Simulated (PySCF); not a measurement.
Atoms are numbered as in `[SiH3:1][CH2:2][C:3]1=[CH:4][CH:5]=[CH:6][CH:7]=[CH:8][BH:9]1` (H(Xn): hydrogen on atom n).

Geometry: PBE0-D3(BJ)/def2-SVP; GIAO absolute shieldings from PySCF 2.14, gas phase, non-relativistic, averaged over equivalent atoms.

At WP04/pcSseg-1 (215 basis functions, 40 s wall time on 1 thread of an Intel Xeon Platinum 8488C, shared host):
```json
{"atoms": "Si1", "σ (ppm)": "389.7"}
{"atoms": "C3", "σ (ppm)": "-5.5"}
{"atoms": "C8", "σ (ppm)": "17.7"}
{"atoms": "C7", "σ (ppm)": "18.9"}
{"atoms": "C4", "σ (ppm)": "22.0"}
{"atoms": "C5", "σ (ppm)": "31.9"}
{"atoms": "C6", "σ (ppm)": "33.7"}
{"atoms": "C2", "σ (ppm)": "141.2"}
{"atoms": "B9", "σ (ppm)": "49.7"}
{"atoms": "H(C8)", "σ (ppm)": "23.87"}
{"atoms": "H(C7)", "σ (ppm)": "23.95"}
{"atoms": "H(C4)", "σ (ppm)": "24.14"}
{"atoms": "H(C5)", "σ (ppm)": "24.53"}
{"atoms": "H(C6)", "σ (ppm)": "24.58"}
{"atoms": "H(B9)", "σ (ppm)": "25.95"}
{"atoms": "H(Si1)", "σ (ppm)": "28.22"}
{"atoms": "H(C2)", "σ (ppm)": "29.07"}
```

Problem. What do these become at PBE0/pcSseg-1?

Solution. 
```tsv
atoms	σ at PBE0/pcSseg-1	change
Si1	406.9	+17.2
C3	3.4	+8.9
C8	25.7	+8.0
C7	28.8	+9.9
C4	32.3	+10.3
C5	42.1	+10.2
C6	44.1	+10.4
C2	153.6	+12.4
B9	54.2	+4.5
H(C8)	22.98	-0.89
H(C7)	23.20	-0.75
H(C4)	23.41	-0.73
H(C5)	23.82	-0.71
H(C6)	23.89	-0.69
H(B9)	24.85	-1.10
H(Si1)	27.30	-0.92
H(C2)	28.58	-0.49
```

The largest change is at Si1 (silicon bonded to C, 3 H). Cost: 215 basis functions, 57 s wall time on 1 thread of an Intel Xeon Platinum 8488C, shared host. The order of the carbon signals is the same at both levels.

A carbon bonded to boron is broadened by the quadrupolar boron nucleus and is often missing from a measured spectrum.
